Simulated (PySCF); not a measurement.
C6H8F2O.
Geometry (GFN2-xTB, Å), atoms numbered from 1 in this order:
```xyz
17
C6H8F2O angstrom
C      2.7011    0.5426   -0.8751
C      1.4390    0.1316   -0.9318
C      0.4801    0.2114    0.1584
C      0.8972    0.7972    1.4716
C     -0.7592   -0.2445   -0.0419
O     -1.7346   -0.1839    0.9445
C     -2.8375   -0.9213    0.7390
F     -3.8280   -0.4360    1.4993
F     -2.6598   -2.2114    1.1381
H      3.1260    0.9847    0.0090
H      3.3585    0.4473   -1.7218
H      1.0623   -0.3057   -1.8473
H      1.2108    1.8310    1.3380
H      0.0687    0.7666    2.1718
H      1.7341    0.2362    1.8833
H     -1.0821   -0.6752   -0.9819
H     -3.1834   -0.9585   -0.3137
```

Level of theory: TDDFT PBE0/def2-SVPD, vertical, gas phase, core orbitals frozen in the response in PySCF.

Problem. Predict the UV-vis stick spectrum at this level.

Solution. 

| state | E (eV) | λ (nm) | ν̃ (cm⁻¹) | f | \|μ\| (D) | main configurations (H = HOMO, L = LUMO) |
| --- | --- | --- | --- | --- | --- | --- |
| S1 | 5.62 | 220.5 | 45340 | 0.726 | 5.84 | H→L (96%) |
| S2 | 6.20 | 200.0 | 50000 | 0.013 | 0.73 | H→L+1 (96%) |
| S3 | 6.67 | 185.9 | 53800 | 0.016 | 0.79 | H→L+2 (94%) |
| S4 | 6.84 | 181.2 | 55190 | 0.0026 | 0.32 | H-1→L (35%), H→L+4 (35%), H→L+3 (29%) |
| S5 | 6.97 | 178.0 | 56190 | 0.0065 | 0.50 | H→L+3 (61%), H→L+4 (20%) |
| S6 | 7.47 | 165.9 | 60270 | 0.014 | 0.71 | H→L+5 (81%) |

Triplets, Tamm–Dancoff:

| state | E (eV) | λ (nm) | main configurations (H = HOMO, L = LUMO) |
| --- | --- | --- | --- |
| T1 | 3.16 | 391.9 | H→L (95%) |
| T2 | 5.02 | 247.2 | H-1→L (57%), H→L+4 (30%) |

The lowest singlet comes at 221 nm (542 kJ/mol) in the ultraviolet; it is strong; its leading configuration is HOMO→LUMO (96%). The lowest level is also the most intense of those listed (f = 0.726). Löwdin shares by element: HOMO carbon 75% or more (atoms not listed hold the other 25%); LUMO carbon 76% or more (atoms not listed hold the other 24%). Of the 6 states listed, 4 reach f = 0.01 and none stays under 0.0005. Weighted by f, the mean energy of these states is 5.70 eV. The listed states span 1.85 eV, and the widest gap between neighbours is 0.58 eV (S1 to S2). The window holds the lowest 6 singlets.

One conformer stands for the species.
